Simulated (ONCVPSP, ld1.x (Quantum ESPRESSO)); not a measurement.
Potentials for Zn compared

Generated with ld1.x 7.5 (TM, RRKJ, ultrasoft, PAW), atompaw 4.2 or ONCVPSP 4.0.1. The cutoff is in Ry: for ld1.x and atompaw files where the sum of valence levels is converged to 10 mRy in a Bessel basis, for ONCV files where the hardest occupied wave has 1 mHa per electron of residual kinetic energy. The error is the largest all-electron minus pseudo excitation energy over each file’s own four to seven test configurations (ionisations up to +4, promotions, holes and added fractions of an electron), all of which were solved. The labels leave out finer settings (local radius, basis sizes, second energies), which also bear on the numbers. Spin-polarised tests are not counted. The rows are a selection from randomly drawn settings: files with unsolved tests, undetermined cutoffs or missed reference levels are left out.

A true bound ghost makes a file unfit for plane-wave use even where its test errors are small: the radial tests pick states by their node count and pass the ghost by.

```csv
potential,cutoff (Ry),largest error (meV),bound ghosts
"ONCV, Wu-Cohen, scalar-relativistic, rc 1.65/1.40/0.75 (spd), local smoothed, core correction yes, reference 3p6 3d10 4s1 4p1, qcut 3.2/9.4/21.3, projectors 2/2/2",333,-92,s
"ONCV, LDA (Perdew-Wang 92), scalar-relativistic, rc 0.95/1.10/1.50 (spd), local smoothed, core correction no, reference 3s2 3p6 3d10 4s2, qcut 13.3/15.6/11.3, projectors 2/2/2",130,+19,none
"PAW, PBE, scalar-relativistic, rc 2.10/1.20/1.10/1.70 (spdf), local smoothed, core correction yes, reference 3p6 3d10 4s2 4p0",120,-47,none
"ONCV, PBE, scalar-relativistic, rc 1.10/0.75/1.25 (spd), local smoothed, core correction yes, reference 3s2 3p6 3d10 4s2, qcut 11.9/12.8/10.1, projectors 2/2/2",109,+9.6,none
```

**Question.** Fill in the row for Zn: ONCV, PBE, scalar-relativistic, rc 1.00/1.05/0.75 (spd), local d, core correction no, reference 3s2 3p6 3d10 4s2, qcut 11.3/15.3/14.3, projectors 2/1/0.

**Answer.** cutoff 708 Ry, largest error -14 meV, bound ghosts: none.

**Question.** Fill in the row for Zn: ONCV, PBE, scalar-relativistic, rc 0.90/0.90/1.00 (spd), local smoothed, core correction yes, reference 3s2 3p6 3d10 4s1.5, qcut 11.9/15.4/15.5, projectors 2/2/2.

**Answer.** cutoff 187 Ry, largest error +0.4 meV, bound ghosts: none.
